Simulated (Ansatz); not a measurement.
Abridged output of a molecular run in Ansatz:

```
Functional definition: HF
1468 factors; integrals over basis functions are off by at most 1.2e-3 eV
mean field evaluation 1: about -135390.5227 eV, gradient 2.4e1 eV
mean field evaluation 2: about -135390.7209 eV, gradient 2.5e1 eV
mean field evaluation 4: about -135392.6149 eV, gradient 3.5e0 eV
mean field evaluation 8: about -135392.6543 eV, gradient 2.4e-1 eV
mean field -135392.65461311 eV, -4975.5882845944 hartree, gradient 1.7e-6 eV, S^2 0.000000; 0 other end points of the search recorded, 0 dependent functions left out
24 core orbitals not correlated: weight in the atoms' cores, before any rotation towards them, 1.000 or more for the frozen orbitals, at most 0.000 for the correlated occupied ones
reference -135392.65461311 eV, -4975.5882845944 hartree; 23, 23 occupied and 192, 192 virtual orbitals, 1468 factors
second order -24.39144538 eV of doubles, -0.00000000 eV of singles
cycle   1  -24.66210209 eV  change   -2.7e-1 eV  update   1.1e-1
cycle   2  -25.34852702 eV  change   -6.9e-1 eV  update   2.9e-2
cycle   3  -25.42841215 eV  change   -8.0e-2 eV  update   1.3e-2
cycle   4  -25.41623447 eV  change    1.2e-2 eV  update   3.0e-3
cycle   5  -25.41677628 eV  change   -5.4e-4 eV  update   1.3e-3
cycle   6  -25.41670995 eV  change    6.6e-5 eV  update   3.8e-4
cycle   7  -25.41657349 eV  change    1.4e-4 eV  update   1.6e-4
cycle   8  -25.41661544 eV  change   -4.2e-5 eV  update   5.4e-5
perturbative correction -1.00736606 eV, -0.0370200199 hartree
Total energy: -135419.07859462 eV, -4976.5593480039 hartree
```

Its atoms:

Cartesian coordinates in Å:
```
C -1.125 1.059 -0.500
Se -0.235 -0.407 -1.441
Ge 0.986 -1.173 0.385
Cl 2.356 0.363 1.056
H -0.383 1.756 -0.115
H -1.749 0.673 0.304
H -1.748 1.559 -1.239
H 1.817 -2.385 -0.045
H 0.081 -1.445 1.595
```

Q: Which basis set was used?
A. cc-pV(D+d)Z
B. def2-SVPD
C. def2-TZVPP
D. cc-pV(Q+d)Z

A: C. It gives 239 functions.

Q: Write the keys of the input that set method, charge and spin (a neutral closed shell needs none for the last two).

A: 
```yaml
correlation: {method: ccsd_t}
```
